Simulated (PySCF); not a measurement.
Excitation energy of Tc by level of theory

Tc [Kr] 4d5 5s2 (6S) → Tc [Kr] 4d7 (4F), as a difference of total energies. Computed with PySCF 2.14 in dyall-av2z (22s15p11d2f, 136 functions), with the non-relativistic Hamiltonian (point nucleus). Correlated levels: valence: [Kr] frozen; virtual orbitals above 40 to 60 times the deepest correlated orbital energy dropped. The calculations carry no spin-orbit coupling.

```
           method  excitation energy (cm⁻¹)
              UHF                     20677
              LDA                    4794.8
              PBE                    3782.9
             PBE0                    5906.7
           r2SCAN                    6857.8
             BP86                    3315.0
           revPBE                    3175.4
           PBEsol                    4161.5
    MP2 (valence)                     11849
SCS-MP2 (valence)                    8986.5
```

A first-order spin-orbit estimate (lowest level to lowest level, LS coupling) adds -0.129 eV.
